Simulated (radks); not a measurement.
Results of a calculation; reference values are marked as such.
The tantalum ion Ta53+, 20 electrons, occupied as [Ar] 3d2.

Code: a radial shooting solver on a logarithmic mesh with Libxc functionals. Model: non-relativistic Kohn-Sham, PBE, spin-polarised, spherical densities, point nucleus; open shells are filled with parallel spins first (spin-orbit coupling, left out, can overturn this in heavy ions); relativity is left out, which matters for an element this heavy.

Energy parts (eV):
| part | energy |
|---|---|
| total | -330348.70 |
| kinetic | 330321.64 |
| electron-nucleus | -698798.60 |
| Hartree | 42773.35 |
| exchange-correlation | -4645.09 |

Orbitals (lengths in bohr, moments of r in powers of bohr; <r^-3> diverges for s and p1/2; r(max) is where P^2 peaks):
orbital  occ.  eigenvalue (eV)       <r^4>  <r^-3>   r(max)  <1/r>
1s up       1        -65529.64   8.348e-07       -  0.01377  72.46
1s down     1        -65529.50   8.347e-07       -  0.01377  72.46
2s up       1        -13622.54   0.0001307       -  0.07477  17.12
2s down     1        -13609.55   0.0001305       -  0.07473  17.14
2p up       3        -13226.36  0.00008204   13770  0.05807  17.12
2p down     3        -13217.11  0.00008181   13790  0.05804  17.13
3s up       1        -5319.111    0.003558       -   0.1980  7.050
3s down     1        -5308.298    0.003573       -   0.1981  7.037
3p up       3        -5159.782    0.003052    3435   0.1856  7.004
3p down     3        -5147.611    0.003068    3418   0.1858  6.990
3d up       2        -4899.741    0.001866   615.4   0.1442  6.903
3d down     0        -4883.165    0.001881   614.0   0.1444  6.895
4s up       0        -2803.413     0.03979       -   0.3934  3.757
4s down     0        -2799.584     0.03995       -   0.3938  3.752
4p up       0        -2732.708     0.03777    1296   0.3851  3.726
4p down     0        -2728.530     0.03795    1291   0.3856  3.721

The highest occupied level is 3d up at -4899.7 eV. Virial ratio -V/T = 2.00008. For comparison, the ionisation energy in NIST's Atomic Spectra Database is 5024 eV (theoretical). In exact Kohn-Sham theory the highest level is minus the ionisation energy, but local and semilocal functionals leave it too shallow, through self-interaction and a potential that decays too fast; potentials with the right tail come closer. The spin density at the nucleus is -6.28 e/bohr^3 (1s -1.15, 2s -20.16, 3s 15.02). Summed over all electrons, <r^2> = 0.4947 bohr^2, which gives a Langevin (diamagnetic) susceptibility term of -0.392 x 10^-6 cm^3/mol. The density falls to 0.001 e/bohr^3 at r = 0.62 bohr. The electron density at the nucleus is 2.782e+05 e/bohr^3.
